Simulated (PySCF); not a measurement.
Numbering as in the mapped SMILES `[CH2:1]=[CH:2]/[C:3](=[CH:4]/[C@H:5]([SiH3:6])[C:7]#[N:8])[SiH2:9][F:10]`. Each H is labelled by its parent atom. Ha(C1) is cis to C3; Ha(Si9) is pro-R; Hb(Si9) is pro-S; Hb(C1) is trans to C3.

PySCF 2.14 calculation with geometry from GFN2-xTB and σ from GIAO-PBE0/pcSseg-1; averaged over atoms made equivalent by symmetry, fast rotation or ring inversion, one computed conformer, relativity neglected, in vacuum.

Q: Predict the 2D correlation tables (HSQC, COSY, HMBC).

A: 

HSQC (one-bond C–H):
```
           δH          δC
 6.67 (H(C4))  156.0 (C4)
 6.52 (H(C2))  149.4 (C2)
5.37 (Hb(C1))  120.2 (C1)
4.92 (Ha(C1))  120.2 (C1)
 3.70 (H(C5))   17.4 (C5)
```

COSY cross peaks (H two or three bonds apart, from the bond graph; peaks can be absent where the dihedral angle is near 90°):
```
            δH              δH
  6.67 (H(C4))    3.70 (H(C5))
  6.52 (H(C2))   5.37 (Hb(C1))
  6.52 (H(C2))   4.92 (Ha(C1))
5.79 (Ha(Si9))  5.71 (Hb(Si9))
 5.37 (Hb(C1))   4.92 (Ha(C1))
 4.11 (H(Si6))    3.70 (H(C5))
```

HMBC (two and three bonds, from the bond graph):
```
            δH                                             δC
  6.67 (H(C4))  149.4 (C2), 137.9 (C3), 124.1 (C7), 17.4 (C5)
  6.52 (H(C2))             156.0 (C4), 137.9 (C3), 120.2 (C1)
5.79 (Ha(Si9))             156.0 (C4), 149.4 (C2), 137.9 (C3)
5.71 (Hb(Si9))             156.0 (C4), 149.4 (C2), 137.9 (C3)
 5.37 (Hb(C1))                         149.4 (C2), 137.9 (C3)
 4.92 (Ha(C1))                         149.4 (C2), 137.9 (C3)
 4.11 (H(Si6))              156.0 (C4), 124.1 (C7), 17.4 (C5)
  3.70 (H(C5))             156.0 (C4), 137.9 (C3), 124.1 (C7)
```

Chemical shifts δ = σref − σ; TMS for ¹H (σref 31.72), ¹³C (σref 186.93), all at this level.

Short H···H contacts in this conformer between protons four or more bonds apart (candidates for NOE cross peaks, intensity ∝ r⁻⁶): H(C2)···H(C4) 2.23 Å, Ha(C1)···Hb(Si9) 2.71 Å.

Shifts are as computed. Against solution values, carbons near 30 ppm lie about +3 ppm off and those near 130 ppm about +5 ppm. Of 1309 compounds with measured shifts, 239 miss one by over three times the rms of a fit or turn the order of signals round; such compounds aren't used in these exercises.
